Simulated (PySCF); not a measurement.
C₂H₈O₂Si, SMILES CO[Si@@H](C)O. Atoms are numbered in the order given.

```xyz
13

C      1.3277    -0.8288     1.3692
O      1.2756    -0.1107     0.1689
Si    -0.1336     0.3564    -0.5826
C     -1.2696    -1.0818    -0.8913
O     -0.9982     1.4165     0.3690
H      0.7439    -0.3423     2.1717
H      0.9485    -1.8610     1.2522
H      2.3751    -0.8929     1.7024
H      0.3397     1.0128    -1.8319
H     -2.1523    -0.7626    -1.4660
H     -0.7554    -1.8730    -1.4581
H     -1.6261    -1.5104     0.0583
H     -0.5711     2.2572     0.5576
```
Charge 0, spin multiplicity 1.

Coordinates come from a PBE0-D3(BJ)/def2-SVP optimisation. The structure was generated by enumeration; whether it is a known compound was not checked. The values are those of a single conformer.

Method: PySCF 2.14.0 with TDDFT-LC-ωPBE/def2-SVPD.

Vertical excitations. Gas-phase values at a fixed geometry.

Computed lowest excited states:
```
state  energy (eV)  λ (nm)      f                                                                    main pairs
-----  -----------  ------  -----  ----------------------------------------------------------------------------
S1            8.22     151  0.011                                                                HOMO→LUMO 60 %
S2            8.49     146  0.018                                            HOMO−2→LUMO 46 %, HOMO→LUMO+1 10 %
S3            8.59     144  0.015                                                              HOMO−1→LUMO 63 %
S4            8.89     139  0.016                                                              HOMO→LUMO+1 66 %
S5            9.02     138  0.005                             HOMO→LUMO+3 33 %, HOMO→LUMO+4 30 %, HOMO→LUMO 8 %
S6            9.10     136  0.036    HOMO−1→LUMO+1 34 %, HOMO−1→LUMO+3 20 %, HOMO−4→LUMO 6 %, HOMO−1→LUMO+4 6 %
S7            9.32     133  0.087  HOMO−1→LUMO+4 19 %, HOMO→LUMO+2 19 %, HOMO−1→LUMO+1 18 %, HOMO−1→LUMO+3 16 %
S8            9.55     130  0.047    HOMO→LUMO+2 20 %, HOMO−1→LUMO+2 18 %, HOMO−3→LUMO 11 %, HOMO−2→LUMO+1 10 %
S9            9.79     127  0.014  HOMO−1→LUMO+1 18 %, HOMO−2→LUMO+4 12 %, HOMO−2→LUMO+3 11 %, HOMO−3→LUMO 11 %
S10           9.85     126  0.104                         HOMO→LUMO+3 36 %, HOMO→LUMO+4 29 %, HOMO−2→LUMO+2 6 %
T1            7.88     157      0          HOMO→LUMO 35 %, HOMO−2→LUMO 19 %, HOMO−3→LUMO 7 %, HOMO−2→LUMO+1 6 %
T2            8.08     153      0          HOMO−2→LUMO 23 %, HOMO→LUMO 13 %, HOMO−1→LUMO 11 %, HOMO→LUMO+4 10 %
T3            8.27     150      0                                               HOMO−1→LUMO 42 %, HOMO→LUMO 6 %
T4            8.50     146      0                                                              HOMO→LUMO+1 57 %
```
Triplets are in the Tamm–Dancoff approximation, which puts them higher than full response would, so one can lie above its singlet here.
